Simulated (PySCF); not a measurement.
C3H6BNO, SMILES NB(C#CC)O.

Geometry optimised at PBE-D3(BJ)/def2-SVP. The structure was generated by enumeration, and PubChem lists no compound with its InChIKey, so it may never have been made. One conformer was computed; it need not be the lowest.

Level of theory: PySCF with PBE-D3(BJ)/def2-SVP.

No scaling factor is applied to the harmonic values.

A small imaginary wavenumber (i) marks a very flat motion, where grid noise or a shallow saddle decides the sign.

Computed normal modes with their intensities:
```tsv
mode	ν (cm⁻¹)	IR (km/mol)	moving atoms (share of kinetic energy)
1	16i	0.0	H 95 %
2	100	1.2	C 40 %, H 21 %, O 19 %, N 17 %
3	135	4.2	C 69 %, H 18 %
4	300	6.6	C 57 %, H 23 %, N 9 %
5	343	7.4	O 29 %, H 27 %, C 26 %, N 17 %
6	357	57.8	H 64 %, C 21 %, N 10 %
7	375	28.9	C 48 %, H 37 %, N 9 %
8	452	164.7	H 88 %
9	497	4.1	C 72 %, H 10 %, O 10 %
10	572	13.8	H 95 %
11	603	8.8	C 24 %, H 22 %, N 21 %, B 17 %, O 15 %
12	619	30.6	B 70 %, C 18 %
13	866	7.5	H 56 %, N 23 %, O 21 %
14	981	54.6	H 63 %, C 15 %, N 13 %
15	990	5.5	H 67 %, C 32 %
16	993	7.4	H 68 %, C 32 %
17	1045	91.7	C 52 %, H 36 %, O 10 %
18	1312	305.0	B 56 %, H 20 %, O 12 %, C 9 %
19	1339	43.0	H 64 %, C 29 %
20	1384	82.3	B 53 %, H 39 %
21	1390	14.8	H 96 %
22	1392	8.1	H 97 %
23	1542	235.7	H 57 %, N 23 %, B 19 %
24	2244	86.6	C 99 %
25	2957	23.8	H 97 %
26	3039	3.5	H 91 %, C 9 %
27	3040	3.9	H 91 %, C 9 %
28	3537	47.8	H 96 %
29	3655	30.3	H 91 %, N 9 %
30	3775	59.0	H 94 %
```
